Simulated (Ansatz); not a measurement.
`[NH2][Al]([SH])[Cl]` + H₂ → `[NH2][AlH][Cl]` + H₂S at 298.15 K and 1 bar (hydrogenolysis of the Al–S bond).

Calculated with Ansatz (gas phase, PBE0-D4/def2-TZVP geometries, no zero-point term in ΔE). CBS: MP2 limit from def2 TZ/QZ plus the TZ coupled-cluster correction, frozen cores. This one scheme is used for every species. One conformer a species, not always the lowest.

```
              species  CCSD(T)/CBS energy (Eh)  H − E (kJ/mol)  S (J/(mol·K))
`[NH2][Al]([SH])[Cl]`              -1156.24062           117.1          341.6
                   H₂                 -1.17544            35.1          130.4
     `[NH2][AlH][Cl]`               -758.40905           104.9          293.9
                  H₂S               -398.97279            49.9          205.7
```

H − E and S are ideal-gas, rigid-rotor, harmonic terms from PBE0-D4/def2-TZVP, for one conformer and one mirror image of each species. The MP2-based limit puts H₂ 0.8 mEh under its directly extrapolated value; such offsets cancel only in part. 1 Eh = 2625.50 kJ/mol, R = 8.31446 J/(mol·K).

Q: By hand: ΔE, ΔH, ΔS and ΔG.

A: ΔE = (-758.40905) + (-398.97279) − (-1156.24062) − (-1.17544) = 0.03422 Eh = 89.8 kJ/mol. Δ(H − E) = 104.9 + 49.9 − 117.1 − 35.1 = 2.6, so ΔH = 92.4 kJ/mol. ΔS = 293.9 + 205.7 − 341.6 − 130.4 = 27.6 J/(mol·K). ΔG = 92.4 − 298.15 × (27.6)/1000 = 84.2 kJ/mol.

Q: By hand: the equilibrium constant, and the temperature at which ΔG would vanish if ΔH and ΔS stayed fixed.

A: log₁₀ K = −ΔG/(RT ln 10) = -14.8. ΔG = 0 at ΔH/ΔS = 3348 K, far beyond where these terms or the molecules hold.

ΔH outweighs TΔS. A doubt of 5 kJ/mol in ΔE shifts log₁₀ K by 0.9 here. Other conformers and mirror images would add mixing entropy, several J/(mol·K) or more a flexible species. These are equilibria of isolated gas molecules and say nothing of rates. Largest T1 diagnostic: 0.010 (customary marks: 0.02 for closed shells, 0.045 for open ones).
